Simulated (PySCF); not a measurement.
**From computed data to an observable: chemical shift, span and skew from a shielding tensor**

C2H6Si, SMILES C[Si]C (connectivity only; charge and spin as stated), neutral, multiplicity 1. Atoms are numbered in the order given.

```xyz
9

Si     0.0000     0.0000     0.7558
C     -1.4332    -0.0119    -0.4981
H     -2.3951    -0.2944    -0.0652
H     -1.2398    -0.6190    -1.3894
H     -1.5299     1.0292    -0.8478
C      1.4332     0.0119    -0.4981
H      1.2398     0.6190    -1.3894
H      1.5299    -1.0292    -0.8478
H      2.3951     0.2944    -0.0652
```

Geometry: TPSSh-D3(BJ)/def2-TZVP. The isomer is the one that the SMILES or the coordinates give; other isomers of the formula were not compared.

GIAO shieldings from B3LYP/pcSseg-1 (PySCF), non-relativistic, no solvent. The symmetric part of the tensor of Si1 has the principal values -1591.4, -153.3, 368.1 ppm. The same nucleus in TMS has σ = 338.7 ppm at this level (PySCF, at its B3LYP-D3(BJ)/def2-TZVP geometry).

Problem. Work out the isotropic shielding, the ²⁹Si shift against TMS, the span and the skew.

Solution. 
σ(iso) = (σ11 + σ22 + σ33)/3 = -458.9 ppm. δ = σ(ref) − σ(iso) = 338.7 − (-458.9) = 797.6 ppm.
Span Ω = σ33 − σ11 = 1959.5 ppm. Skew κ = 3(σ(iso) − σ22)/Ω = -0.47. Tumbling in solution averages the tensor to δ; in a static solid the shielding alone would spread this spin-1/2 line over Ω.
